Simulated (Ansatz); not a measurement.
`O[Si](O)(F)[SiH3]` + `[SiH3][AsH2]` → `O[SiH](F)[SiH3]` + `O[AsH][SiH3]`  (redistribution)

Computed with Ansatz on PBE0-D4/def2-TZVP structures; ΔE is electronic, products minus reactants. CCSD(T)/CBS is the MP2 limit (def2-TZVPP, def2-QZVPP) plus CCSD(T) − MP2 in def2-TZVPP, frozen cores. Functionals use def2-TZVPP. B3LYP here is the variant with VWN-RPA as its local correlation; programs differ in this. HSE06 is defined as in plane-wave codes. For As outer-core shells are correlated without core-valence functions, which leaves a few kJ/mol of doubt a bond. Scalar relativity is left out up to krypton. One conformer a species, not always the lowest.

```tsv
level	ΔE (kJ/mol)	difference from CCSD(T)/CBS
LDA (SPW92)	168.1	0.9
PBE-D4	153.6	-13.6
revPBE-D4	151.8	-15.4
r2SCAN-D4	167.0	-0.2
B97M-V	162.5	-4.7
PBE0-D4	163.4	-3.8
B3LYP-D4	159.4	-7.8
r2SCANh-D4	169.8	2.6
r2SCAN0-D4	173.6	6.4
HSE06-D4	163.1	-4.1
BHLYP-D4	168.3	1.1
CAM-B3LYP-D4	164.2	-3.0
ωB97X-V	160.1	-7.1
ωB97M-V	165.0	-2.2
B2PLYP	161.6	-5.6
PBE	152.2	-15.0
revPBE	147.5	-19.7
BLYP	147.7	-19.5
r2SCAN	166.6	-0.6
PBE0	162.2	-5.0
B3LYP	157.2	-10.0
r2SCAN0	173.2	6.0
BHLYP	166.8	-0.4
CAM-B3LYP	163.1	-4.1
LC-ωPBE	164.3	-2.9
RPA@PBE/def2-TZVPP	155.1	-12.1
HF/def2-SVP	169.4	2.2
MP2/def2-SVP	169.6	2.4
CCSD/def2-SVP	166.0	-1.2
CCSD(T)/def2-SVP	164.1	-3.1
MP2/def2-TZVPP	168.9	1.7
SCS-MP2/def2-TZVPP	162.5	-4.7
CCSD/def2-TZVPP	167.5	0.3
CCSD(T)/def2-TZVPP	165.8	-1.4
HF/def2-QZVPP	168.5	1.3
MP2/def2-QZVPP	169.5	2.3
SCS-MP2/def2-QZVPP	163.0	-4.2
HF/CBS(def2)	168.4	1.2
MP2/CBS(def2)	170.3	3.1
CCSD/CBS(def2)	168.8	1.6
CCSD(T)/CBS	167.2	0
```

Question: What do rigid-rotor, harmonic-oscillator terms from PBE0-D4/def2-TZVP frequencies (298.15 K, 1 bar) make of the CCSD(T)/CBS value? (Estimate.)

Answer: Computed: ΔZPE = +1.1 kJ/mol, ΔH = +168.0 kJ/mol, ΔS = 5 J/(mol·K), ΔG = +166.4 kJ/mol.

Largest T1 diagnostic among the species: 0.013.

From r2SCAN to r2SCAN0 (25 % exact exchange), in def2-TZVPP and without D4, ΔE moves by +6.5 kJ/mol. At CCSD(T), def2-SVP lies −3.1 kJ/mol from the extrapolated value and def2-TZVPP −1.4 kJ/mol.
